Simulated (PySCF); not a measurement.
1,1-difluoroethane (C2H4F2), SMILES FC(C)F.

The structure is a stationary point at PBE-D3(BJ)/def2-SVP.

Calculation: PBE-D3(BJ)/def2-SVP run with PySCF 2.14.0.

Frequencies are harmonic and unscaled.

Computed vibrational spectrum:
```csv
mode,ν (cm⁻¹),IR (km/mol),moving atoms (share of kinetic energy)
1,244,0.1,H 94 %
2,371,0.1,"F 47 %, H 30 %, C 24 %"
3,456,11.2,"F 51 %, C 30 %, H 19 %"
4,557,4.6,"F 58 %, C 22 %, H 20 %"
5,856,5.4,"H 43 %, C 35 %, F 22 %"
6,922,43.3,"H 49 %, C 28 %, F 23 %"
7,1113,40.9,"C 56 %, H 41 %"
8,1127,148.9,"C 51 %, H 31 %, F 18 %"
9,1130,86.6,"C 50 %, H 26 %, F 23 %"
10,1320,1.4,"H 80 %, C 20 %"
11,1344,33.5,"H 84 %, C 15 %"
12,1378,80.8,"H 62 %, C 37 %"
13,1408,11.6,H 92 %
14,1410,0.0,H 93 %
15,2961,60.6,"H 92 %, C 8 %"
16,2994,1.7,H 97 %
17,3098,6.6,"H 90 %, C 10 %"
18,3098,5.4,"H 90 %, C 10 %"
```
